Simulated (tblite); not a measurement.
Start geometry of `CC[C@@](C)(C(=O)F)C(C)C` from a force field or distance geometry (Å):
```
atom  x, y, z in Å
C1     2.6967    0.0266   -0.0951
C2     1.3552    0.5846    0.3643
C3     0.2027   -0.3212    0.0300
C4     0.0551   -0.5238   -1.4582
C5     0.4161   -1.6859    0.6247
O6     0.4740   -2.6846   -0.1095
F7     0.5567   -1.8459    1.9534
C8    -1.0481    0.3278    0.5865
C9    -2.3043   -0.4887    0.3007
C10   -1.2805    1.7351    0.1110
H11    3.4535    0.7779    0.2524
H12    2.7966   -0.0281   -1.1831
H13    2.9135   -0.9140    0.4210
H14    1.4304    0.7292    1.4565
H15    1.1870    1.5411   -0.1898
H16    0.3445    0.3533   -2.0463
H17    0.7253   -1.3969   -1.7188
H18   -0.9759   -0.8375   -1.7413
H19   -0.9478    0.3425    1.7029
H20   -2.0785   -1.4599   -0.1411
H21   -2.9564    0.1679   -0.3410
H22   -2.9147   -0.6317    1.2331
H23   -0.5021    2.4475    0.4965
H24   -2.2839    2.0482    0.5155
H25   -1.3260    1.7607   -1.0151
```

Question: What comes out of this run: tblite 0.8.0, GFN2-xTB geometry optimisation, gas phase?

Answer: 
```
atom  x, y, z in Å
C1     2.762   -0.107   -0.019
C2     1.441    0.553    0.363
C3     0.193   -0.255   -0.063
C4     0.078   -0.328   -1.586
C5     0.367   -1.653    0.462
O6     0.418   -2.684   -0.109
F7     0.489   -1.661    1.829
C8    -1.080    0.338    0.611
C9    -2.297   -0.573    0.436
C10   -1.417    1.740    0.110
H11    3.591    0.506    0.329
H12    2.853   -0.216   -1.096
H13    2.856   -1.091    0.436
H14    1.417    0.689    1.447
H15    1.393    1.539   -0.101
H16    0.078    0.668   -2.018
H17    0.914   -0.886   -1.997
H18   -0.832   -0.844   -1.878
H19   -0.866    0.405    1.684
H20   -2.086   -1.586    0.773
H21   -2.613   -0.615   -0.603
H22   -3.128   -0.189    1.024
H23   -0.593    2.429    0.263
H24   -2.277    2.119    0.658
H25   -1.673    1.726   -0.946
```

The energy falls by 20.7 kcal/mol over 108 L-BFGS steps, the largest force on an atom goes from 4.25 to 0.010 eV/Å, and the atoms move by 0.359 Å rms after alignment. The bond that changes most is C5=O6 (acyl halide carbon to carbonyl oxygen), which shortens by 0.061 Å. Bonds longer at the end by more than 0.005 Å: 5 of 24; shorter: 15. Among the angles that change most is C3–C5–O6, from 120.2° to 130.5°. Among the dihedrals that turn most is C3–C8–C9–H21, from -118° to -68°. Rotational constants go from 1536, 1191, 942.6 to 1560, 1181, 944.2 MHz. The orientation of the end geometry is arbitrary; only internal coordinates are fixed.

Its lowest GFN2-xTB frequency is 14 cm⁻¹, too small to tell a flat minimum from a shallow saddle. One conformer, not necessarily the lowest.

The numbers are calculated, not measured.
